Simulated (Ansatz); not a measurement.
The molecule NaAl, multiplicity 3 (an upper state: multiplicity 1 came lower at CCSD(T)/def2-TZVPP on PBE0 minima).

Constants: fifth-degree fit in 1/R to seven points, most abundant isotopes. In def2 and cc sets the state is the lowest found near the PBE0 minimum, followed along R.

Correlated levels freeze the inner cores; with def2 sets outer-core shells near the valence are correlated too.

Codes used: Ansatz (a program for electronic structure). Each number belongs to the level named beside it.

Energies at CCSD/def2-TZVPP:

| R (Å) | E (hartree) |
|---|---|
| 2.765389 | -403.96154526 |
| 2.839728 | -403.96257534 |
| 2.908119 | -403.96309819 |
| 2.985431 | -403.96329400 |
| 3.062743 | -403.96315635 |
| 3.151949 | -403.96268153 |
| 3.256023 | -403.96182023 |

With a reduced mass of 12.4131 u, find the minimum, the force constant and the constants.

A fifth-degree polynomial in 1/R puts the minimum at r_e = 2.9890 Å with force constant 23.9 N/m. Then ω_e = (1/2πc)√(k/μ) = 181 cm⁻¹ and B_e = h/(8π²cμr_e²) = 0.1520 cm⁻¹; the cubic and quartic terms give α_e = 0.0017 and ω_e x_e = 1.7 cm⁻¹.
